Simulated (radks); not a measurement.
Initial-state core-level shifts of the rhodium ion Rh+ when its valence configuration changes from [Kr] 4d8. Method: Dirac Kohn-Sham, PBE, spin-unpolarised, spherical densities, point nucleus; open shells fill j = l - 1/2 first; computed with a radial shooting solver on a logarithmic mesh with Libxc functionals. Shifts are changes of the shell-averaged eigenvalues in eV (positive: less bound).

valence           1s       2p       3d       4s
4d7.5 5p0.5   -2.665   -2.758   -2.756   -2.623
4d6 5p2      -11.212  -11.695  -11.624  -10.789
4d7 5p1       -5.428   -5.633   -5.619   -5.305
4d7 5s1       -4.124   -4.364   -4.333   -3.995
4d7.5 5s0.5   -1.998   -2.111   -2.100   -1.951
4d6.5 5p1.5   -8.280   -8.614   -8.578   -8.030
4d6 5s2       -8.726   -9.262   -9.158   -8.311
4d4.5 5p3.5  -20.721  -21.731  -21.472  -19.436
4d5 5s2 5p1  -14.981  -15.848  -15.636  -14.081
